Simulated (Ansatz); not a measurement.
The cluster BeSi4⁻, 5 atoms. Hardware: 4 threads of Arm Neoverse V2 on a shared host.

Correlated methods freeze 20 core orbitals.

Q: How many basis functions does each of these Ansatz runs have, and roughly what does it cost? PBE-D4/def2-SVP, charge -1 doublet, energy with a search over starts; revPBE-D4/def2-TZVPD, charge -1 doublet, energy, from earlier orbitals; MP2/def2-TZVPD, charge -1 doublet, energy, from earlier orbitals; LDA (SPW92)/def2-TZVPD, charge -1 doublet, energy, from earlier orbitals; B3LYP-D4/def2-TZVPD, charge -1 doublet, energy, from earlier orbitals; HF/STO-3G, charge -1 doublet, energy; PBE-D4/def2-SVPD, charge -1 doublet, relaxation, 19 steps; PBE-D4/def2-TZVPD, charge -1 doublet, energy and forces, from earlier orbitals; PBE0-D4/def2-TZVPD, charge -1 doublet, energy, from earlier orbitals; r2SCAN-D4/def2-TZVPD, charge -1 doublet, energy, from earlier orbitals.

A: Other jobs shared the machine, so times can vary by a factor of up to 3. A dash marks memory too small to be measured apart from the calling script's.

```csv
run,functions,fitting or Cholesky vectors,wall time,peak host memory (GiB)
"HF/STO-3G, charge -1 doublet, energy",41,454,0.3 s,–
"LDA (SPW92)/def2-TZVPD, charge -1 doublet, energy, from earlier orbitals",194,1257,2.1 s,–
"revPBE-D4/def2-TZVPD, charge -1 doublet, energy, from earlier orbitals",194,1257,4.5 s,–
"MP2/def2-TZVPD, charge -1 doublet, energy, from earlier orbitals",194,1225,4.8 s,–
"PBE-D4/def2-TZVPD, charge -1 doublet, energy and forces, from earlier orbitals",194,1257,5.5 s,–
"PBE-D4/def2-SVP, charge -1 doublet, energy with a search over starts",81,918,6.5 s,–
"PBE0-D4/def2-TZVPD, charge -1 doublet, energy, from earlier orbitals",194,1341,8 s,0.76
"B3LYP-D4/def2-TZVPD, charge -1 doublet, energy, from earlier orbitals",194,1313,8.5 s,0.76
"r2SCAN-D4/def2-TZVPD, charge -1 doublet, energy, from earlier orbitals",194,1257,13 s,–
"PBE-D4/def2-SVPD, charge -1 doublet, relaxation, 19 steps",108,1064,29 s,–
```
